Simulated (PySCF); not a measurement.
## p-tolualdehyde (Cc1ccc(C=O)cc1, C8H8O)

Molfile (atoms numbered from 1):
```
C8H8O
     RDKit          3D

 17 17  0  0  0  0  0  0  0  0999 V2000
   -2.5542    0.1142    0.0851 C   0  0  0  0  0  0  0  0  0  0  0  0
   -1.0577    0.0161    0.0546 C   0  0  0  0  0  0  0  0  0  0  0  0
   -0.4240   -1.1520   -0.4000 C   0  0  0  0  0  0  0  0  0  0  0  0
    0.9588   -1.2614   -0.4006 C   0  0  0  0  0  0  0  0  0  0  0  0
    1.7468   -0.1962    0.0537 C   0  0  0  0  0  0  0  0  0  0  0  0
    3.2193   -0.3079    0.0526 C   0  0  0  0  0  0  0  0  0  0  0  0
    3.8331   -1.2775   -0.3177 O   0  0  0  0  0  0  0  0  0  0  0  0
    1.1267    0.9726    0.5046 C   0  0  0  0  0  0  0  0  0  0  0  0
   -0.2602    1.0768    0.5034 C   0  0  0  0  0  0  0  0  0  0  0  0
   -3.0150   -0.4902   -0.7090 H   0  0  0  0  0  0  0  0  0  0  0  0
   -2.8946    1.1532   -0.0281 H   0  0  0  0  0  0  0  0  0  0  0  0
   -2.9474   -0.2560    1.0468 H   0  0  0  0  0  0  0  0  0  0  0  0
   -1.0343   -1.9847   -0.7596 H   0  0  0  0  0  0  0  0  0  0  0  0
    1.4622   -2.1646   -0.7526 H   0  0  0  0  0  0  0  0  0  0  0  0
    3.7523    0.6022    0.4332 H   0  0  0  0  0  0  0  0  0  0  0  0
    1.7409    1.8071    0.8557 H   0  0  0  0  0  0  0  0  0  0  0  0
   -0.7370    1.9958    0.8540 H   0  0  0  0  0  0  0  0  0  0  0  0
  1  2  1  0
  2  3  1  0
  3  4  2  0
  4  5  1  0
  5  6  1  0
  6  7  2  0
  5  8  2  0
  8  9  1  0
  9  2  2  0
  1 10  1  0
  1 11  1  0
  1 12  1  0
  3 13  1  0
  4 14  1  0
  6 15  1  0
  8 16  1  0
  9 17  1  0
M  END
```

The calculation used quadratic response CAM-B3LYP/aug-cc-pVDZ first hyperpolarisability, Taylor convention, gas phase in PySCF 2.14.0. Geometry: PBE0-D3(BJ)/def2-SVP.

Task: Give the tensor of the second harmonic β(−2ω;ω,ω) at 1907 nm in the axes of these coordinates.

Result: In au, Taylor convention; rows are the first index (the induced dipole):
|  | xx | yy | zz | xy | xz | yz |
| --- | --- | --- | --- | --- | --- | --- |
| x | -521.5 | +22.0 | +22.9 | +37.8 | +1.8 | +1.6 |
| y | +37.3 | -82.8 | -15.8 | +20.3 | +1.0 | -15.3 |
| z | +1.8 | -15.1 | -21.6 | +1.0 | +22.6 | -15.7 |

Norm of βᵢ = ⅓ Σⱼ (βᵢⱼⱼ + βⱼᵢⱼ + βⱼⱼᵢ): 483.1 au, hyper-Rayleigh value 212.5 au.
